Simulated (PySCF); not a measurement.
Correlation energy of Al⁺ (aluminium, charge +1)

[Ne] 3s2, closed-shell 1S. Calculation: PySCF 2.14, in pcseg-2 (5s4p2d1f, 34 functions); the non-relativistic Hamiltonian (point nucleus). Frozen: [Ne]; 2 electrons correlated.

Total MP2 correlation energy: -27.07 mhartree.

Same-spin part 0.00 and opposite-spin part -27.07 mhartree; SCS-MP2 scales them by 1/3 and 6/5 to -32.48 mhartree.

With two correlated electrons CCSD is exact within the correlated space (frozen core and kept virtual orbitals).

| level | correlation energy (mhartree) |
| --- | --- |
| CCSD | -38.90 |

Diagnostics: T1 = 0.0084, D1 = 0.0119, largest double amplitude 0.111.

**Question.** Is a single reference adequate?

**Answer.** Mostly. T1 lies below 0.03, but a double amplitude of this size points to a near-degeneracy that CCSD handles and MP2 describes poorly.
